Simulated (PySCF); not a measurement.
ReOCl₃, SMILES [O]=[Re]([Cl])([Cl])[Cl] (connectivity only; charge and spin as stated), neutral, multiplicity 3.

Coordinates come from a r2SCAN-D4/def2-SVP optimisation. The spin state was assumed, not searched. The def2 effective core potentials stand for the cores of Re; spin–orbit coupling is left out.

Level of theory: PBE0/def2-TZVP in PySCF.

Gas-phase values at a fixed geometry.

```yaml
total_energy: -1533.80829 hartree
point_group: C3v
"α spin, highest occupied and lowest empty level": -7.49 and -3.16 eV
"β spin, highest occupied and lowest empty level": -9.50 and -3.91 eV
dipole_moment: 0.09 D
quadrupole, principal values (traceless, Buckingham form, about the centre of nuclear charge): -2.15, 1.07, 1.07 D·Å
mean_static_polarisability: 79.4 bohr³ (11.76 Å³)
polarisability_principal_values: 71.9, 83.1, 83.1 bohr³
"⟨S²⟩": 2.011 (pure state 2.00)
```
